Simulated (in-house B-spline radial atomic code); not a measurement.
Inner levels of bismuth as electrons are removed. A shift is the extra binding of the orbital against the neutral atom ([Xe] 4f14 5d10 6s2 6p3). The density at the nucleus is averaged over the nuclear charge. Computed with an all-electron radial atomic-structure program (B-spline basis): Dirac-Hartree-Fock, average of the configuration, finite nuclei.

```json
{"ion": "Bi", "configuration": "[Xe] 4f14 5d10 6s2 6p3", "shift of 5s1/2 (eV)": "0", "shift of 4p3/2 (eV)": "0", "shift of 3p1/2 (eV)": "0", "radius of 5s1/2 (bohr)": "0.84069", "radius of 4p3/2 (bohr)": "0.41101", "radius of 3p1/2 (bohr)": "0.16152", "Σ<r²> (bohr²)": "76.219", "change of density at nucleus (bohr⁻³)": "-"}
{"ion": "Bi+", "configuration": "[Xe] 4f14 5d10 6s2 6p2", "shift of 5s1/2 (eV)": "8.1783", "shift of 4p3/2 (eV)": "8.1821", "shift of 3p1/2 (eV)": "8.186", "radius of 5s1/2 (bohr)": "0.84067", "radius of 4p3/2 (bohr)": "0.41101", "radius of 3p1/2 (bohr)": "0.16152", "Σ<r²> (bohr²)": "60.95", "change of density at nucleus (bohr⁻³)": "33.75"}
{"ion": "Bi2+", "configuration": "[Xe] 4f14 5d10 6s2 6p1", "shift of 5s1/2 (eV)": "17.579", "shift of 4p3/2 (eV)": "17.615", "shift of 3p1/2 (eV)": "17.635", "radius of 5s1/2 (bohr)": "0.84064", "radius of 4p3/2 (bohr)": "0.41101", "radius of 3p1/2 (bohr)": "0.16152", "Σ<r²> (bohr²)": "49.985", "change of density at nucleus (bohr⁻³)": "73.94"}
{"ion": "Bi3+", "configuration": "[Xe] 4f14 5d10 6s2", "shift of 5s1/2 (eV)": "27.953", "shift of 4p3/2 (eV)": "28.056", "shift of 3p1/2 (eV)": "28.105", "radius of 5s1/2 (bohr)": "0.84058", "radius of 4p3/2 (bohr)": "0.41101", "radius of 3p1/2 (bohr)": "0.16152", "Σ<r²> (bohr²)": "41.302", "change of density at nucleus (bohr⁻³)": "118.53"}
{"ion": "Bi4+", "configuration": "[Xe] 4f14 5d10 6s1", "shift of 5s1/2 (eV)": "40.619", "shift of 4p3/2 (eV)": "41.003", "shift of 3p1/2 (eV)": "41.084", "radius of 5s1/2 (bohr)": "0.84159", "radius of 4p3/2 (bohr)": "0.41098", "radius of 3p1/2 (bohr)": "0.16152", "Σ<r²> (bohr²)": "35.828", "change of density at nucleus (bohr⁻³)": "-191.46"}
{"ion": "Bi5+", "configuration": "[Xe] 4f14 5d10", "shift of 5s1/2 (eV)": "53.947", "shift of 4p3/2 (eV)": "54.693", "shift of 3p1/2 (eV)": "54.824", "radius of 5s1/2 (bohr)": "0.84174", "radius of 4p3/2 (bohr)": "0.41095", "radius of 3p1/2 (bohr)": "0.16152", "Σ<r²> (bohr²)": "30.986", "change of density at nucleus (bohr⁻³)": "-559.57"}
{"ion": "Bi6+", "configuration": "[Xe] 4f14 5d9", "shift of 5s1/2 (eV)": "73.048", "shift of 4p3/2 (eV)": "74.889", "shift of 3p1/2 (eV)": "75.273", "radius of 5s1/2 (bohr)": "0.83794", "radius of 4p3/2 (bohr)": "0.41089", "radius of 3p1/2 (bohr)": "0.16151", "Σ<r²> (bohr²)": "28.55", "change of density at nucleus (bohr⁻³)": "-500.54"}
{"ion": "Bi7+", "configuration": "[Xe] 4f14 5d8", "shift of 5s1/2 (eV)": "92.892", "shift of 4p3/2 (eV)": "96.033", "shift of 3p1/2 (eV)": "96.742", "radius of 5s1/2 (bohr)": "0.83388", "radius of 4p3/2 (bohr)": "0.41082", "radius of 3p1/2 (bohr)": "0.16151", "Σ<r²> (bohr²)": "26.343", "change of density at nucleus (bohr⁻³)": "-433.42"}
{"ion": "Bi8+", "configuration": "[Xe] 4f14 5d7", "shift of 5s1/2 (eV)": "?", "shift of 4p3/2 (eV)": "?", "shift of 3p1/2 (eV)": "?", "radius of 5s1/2 (bohr)": "?", "radius of 4p3/2 (bohr)": "?", "radius of 3p1/2 (bohr)": "?", "Σ<r²> (bohr²)": "?", "change of density at nucleus (bohr⁻³)": "?"}
{"ion": "Bi9+", "configuration": "[Xe] 4f14 5d6", "shift of 5s1/2 (eV)": "134.58", "shift of 4p3/2 (eV)": "140.94", "shift of 3p1/2 (eV)": "142.54", "radius of 5s1/2 (bohr)": "0.82514", "radius of 4p3/2 (bohr)": "0.41064", "radius of 3p1/2 (bohr)": "0.16149", "Σ<r²> (bohr²)": "22.464", "change of density at nucleus (bohr⁻³)": "-275.9"}
{"ion": "Bi10+", "configuration": "[Xe] 4f14 5d5", "shift of 5s1/2 (eV)": "?", "shift of 4p3/2 (eV)": "?", "shift of 3p1/2 (eV)": "?", "radius of 5s1/2 (bohr)": "?", "radius of 4p3/2 (bohr)": "?", "radius of 3p1/2 (bohr)": "?", "Σ<r²> (bohr²)": "?", "change of density at nucleus (bohr⁻³)": "?"}
{"ion": "Bi11+", "configuration": "[Xe] 4f14 5d4", "shift of 5s1/2 (eV)": "178.65", "shift of 4p3/2 (eV)": "189.06", "shift of 3p1/2 (eV)": "191.89", "radius of 5s1/2 (bohr)": "0.81583", "radius of 4p3/2 (bohr)": "0.41038", "radius of 3p1/2 (bohr)": "0.16148", "Σ<r²> (bohr²)": "19.126", "change of density at nucleus (bohr⁻³)": "-88.56"}
{"ion": "Bi12+", "configuration": "[Xe] 4f14 5d3", "shift of 5s1/2 (eV)": "201.51", "shift of 4p3/2 (eV)": "214.25", "shift of 3p1/2 (eV)": "217.82", "radius of 5s1/2 (bohr)": "0.81103", "radius of 4p3/2 (bohr)": "0.41022", "radius of 3p1/2 (bohr)": "0.16147", "Σ<r²> (bohr²)": "17.616", "change of density at nucleus (bohr⁻³)": "15.69"}
{"ion": "Bi13+", "configuration": "[Xe] 4f14 5d2", "shift of 5s1/2 (eV)": "224.88", "shift of 4p3/2 (eV)": "240.14", "shift of 3p1/2 (eV)": "244.56", "radius of 5s1/2 (bohr)": "0.80617", "radius of 4p3/2 (bohr)": "0.41005", "radius of 3p1/2 (bohr)": "0.16146", "Σ<r²> (bohr²)": "16.196", "change of density at nucleus (bohr⁻³)": "127.12"}
{"ion": "Bi14+", "configuration": "[Xe] 4f14 5d1", "shift of 5s1/2 (eV)": "248.74", "shift of 4p3/2 (eV)": "266.73", "shift of 3p1/2 (eV)": "272.1", "radius of 5s1/2 (bohr)": "0.80126", "radius of 4p3/2 (bohr)": "0.40985", "radius of 3p1/2 (bohr)": "0.16144", "Σ<r²> (bohr²)": "14.855", "change of density at nucleus (bohr⁻³)": "245.15"}
{"ion": "Bi15+", "configuration": "[Xe] 4f14", "shift of 5s1/2 (eV)": "?", "shift of 4p3/2 (eV)": "?", "shift of 3p1/2 (eV)": "?", "radius of 5s1/2 (bohr)": "?", "radius of 4p3/2 (bohr)": "?", "radius of 3p1/2 (bohr)": "?", "Σ<r²> (bohr²)": "?", "change of density at nucleus (bohr⁻³)": "?"}
{"ion": "Bi16+", "configuration": "[Kr] 4d10 4f14 5s2 5p5", "shift of 5s1/2 (eV)": "297.75", "shift of 4p3/2 (eV)": "324.34", "shift of 3p1/2 (eV)": "332.09", "radius of 5s1/2 (bohr)": "0.79033", "radius of 4p3/2 (bohr)": "0.40987", "radius of 3p1/2 (bohr)": "0.16143", "Σ<r²> (bohr²)": "12.601", "change of density at nucleus (bohr⁻³)": "475.9"}
```

**Question.** Fill in the row of Bi8+.

**Answer.** shift of 5s1/2 (eV): 113.42; shift of 4p3/2 (eV): 118.07; shift of 3p1/2 (eV): 119.18; radius of 5s1/2 (bohr): 0.82959; radius of 4p3/2 (bohr): 0.41074; radius of 3p1/2 (bohr): 0.1615; Σ<r²> (bohr²): 24.325; change of density at nucleus (bohr⁻³): -358.47.

**Question.** Fill in the row of Bi10+.

**Answer.** shift of 5s1/2 (eV): 156.33; shift of 4p3/2 (eV): 164.62; shift of 3p1/2 (eV): 166.78; radius of 5s1/2 (bohr): 0.82054; radius of 4p3/2 (bohr): 0.41052; radius of 3p1/2 (bohr): 0.16149; Σ<r²> (bohr²): 20.737; change of density at nucleus (bohr⁻³): -185.74.

**Question.** Fill in the row of Bi15+.

**Answer.** shift of 5s1/2 (eV): 273.08; shift of 4p3/2 (eV): 294; shift of 3p1/2 (eV): 300.41; radius of 5s1/2 (bohr): 0.79632; radius of 4p3/2 (bohr): 0.40963; radius of 3p1/2 (bohr): 0.16143; Σ<r²> (bohr²): 13.587; change of density at nucleus (bohr⁻³): 370.14.
